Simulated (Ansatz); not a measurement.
A calculation with Ansatz (development build ahead of 0.2.0).

```yaml
crystal:
  periodic: [false, false, false]
  atoms:
    - { symbol: Ti, position_ang: [0.0, 0.0, 0.0] }
    - { symbol: Cl, position_ang: [1.24408, 1.24408, 1.24408] }
    - { symbol: Cl, position_ang: [1.24408, -1.24408, -1.24408] }
    - { symbol: Cl, position_ang: [-1.24408, 1.24408, -1.24408] }
    - { symbol: Cl, position_ang: [-1.24408, -1.24408, 1.24408] }
basis:
  gaussian: { orbitals: cc-pVTZ }
hamiltonian:
  xc: hf
correlation:
  method: mp2
  frozen_orbitals: { Cl: 5, Ti: 5 }
```

The input is written out in the form of the current development build from the run's settings.

Output:

```yaml
Converged: yes
Reference_energy: -2686.76233 hartree
Correlation_energy: -1.20060 hartree
Total_energy: -2687.96293 hartree
Spin_squared_of_the_determinant: 0.000
```

Caution: no unrestricted run beside it, a lower state can exist; other spin multiplicities were not run.
